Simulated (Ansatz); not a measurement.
Geometry optimisation, Ansatz, UKS PBE/def2-SVP.

Input:

```yaml
crystal:
  periodic: [false, false, false]
  atoms:
    - { symbol: Sn, position_ang: [0.018529, 0.031105, -0.244214] }
    - { symbol: H, position_ang: [-0.006014, -0.01015, 2.698035] }
    - { symbol: H, position_ang: [1.626706, -0.040651, -0.923042] }
    - { symbol: H, position_ang: [-0.847751, 1.387988, -0.922903] }
    - { symbol: Cl, position_ang: [-1.109116, -1.922019, -1.050138] }
    - { symbol: H, position_ang: [0.003847, 0.006927, 3.420961] }
magnetization:
  spin_polarized: true
  initial_magnetization: 1
basis:
  gaussian: { orbitals: def2-SVP }
hamiltonian:
  xc: pbe
relax:
  f_tol: 0.03
  max_steps: 50
```

Launched with:

```bash
$ ansatz run input.yaml --threads 1 --pin off --max-ram 2048MiB --backend cpu --events-out ev --progress --plain --runs-dir out
```

Task: Where does it end, and by what steps?

Result: The forces met the threshold. The force dipped under the threshold on the way, but the program's further checks kept it going. After 4 steps the energy has fallen by 0.061 eV; H6 moved furthest, 0.39 Å.

```csv
step,energy less start (eV),largest force component (eV/Å),accepted
0,0.0000,1.928,yes
1,-0.0568,0.103,yes
2,-0.0601,0.023,yes
3,-0.0609,0.010,yes
4,-0.0612,0.002,yes
```

```xyz
6
Properties=species:S:1:pos:R:3
Sn 0.017 0.028 -0.421
H -0.002 -0.003 3.043
H 1.631 -0.063 -1.106
H -0.869 1.381 -1.106
Cl -1.107 -1.919 -1.243
H 0.016 0.028 3.811
```

Run time: 15 s on 1 thread of Arm Neoverse V1, on a shared host, peak memory 0.12 GiB.
